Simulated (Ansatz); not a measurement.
Cost and result up the ladder for Mg₄Se₅ (9 atoms). The state is a singlet with charge 0. Geometry: PBE-D4/def2-SVP.

```xyz
9

Mg   -1.2962   -0.9835   -0.6292
Mg    1.4957   -0.3972   -0.6889
Mg   -0.1517    2.3327   -0.8728
Mg   -1.3202    2.2964    1.6765
Se   -1.0797   -2.6203    1.2788
Se    0.5914   -2.9225   -0.4900
Se   -0.3526    0.4271   -2.5048
Se    0.2093    0.0278    1.5923
Se    1.9040    1.8395    0.6382
```

Ansatz on 4 threads of Intel Xeon on a shared host. Times are rough, and most runs start from the orbitals of an earlier one. No level here is sound enough to serve as a yardstick. Binding counts from free atoms at the same level (Mg singlet, Se triplet; other spins of the atoms weren't run), without zero-point energy or a counterpoise term.

Correlated methods freeze 49 core orbitals; core or outer-core shells of Mg, Se are correlated, in sets that lack core-valence functions. The rows differ in basis, and correlated rows in double-zeta sets carry the largest basis error. The structure comes from a short search, and lower isomers may exist.

Correlated methods converge slowly with the basis, most of all in double-zeta sets.

```csv
level,functions,wall time,binding energy per atom (eV),remarks
PBE-D4/def2-SVP,232,5 s,2.41,–
revPBE-D4/def2-TZVP,368,9 s,2.29,restricted SCF unstable in HF
PBE-D4/def2-TZVP,368,9.5 s,2.39,restricted SCF unstable in HF
PBE0-D4/def2-SVP,232,11 s,2.32,restricted SCF unstable in HF
RPA@PBE/def2-SVP,232,11 s,1.78,–
MP2/def2-SVP,232,14 s,2.15,restricted SCF unstable
r2SCAN-D4/def2-TZVP,368,20 s,2.40,restricted SCF unstable in HF
B97M-V/def2-TZVP,368,36 s,2.21,restricted SCF unstable in HF
PBE0-D4/def2-TZVP (with forces),368,37 s,2.31,restricted SCF unstable in HF
```
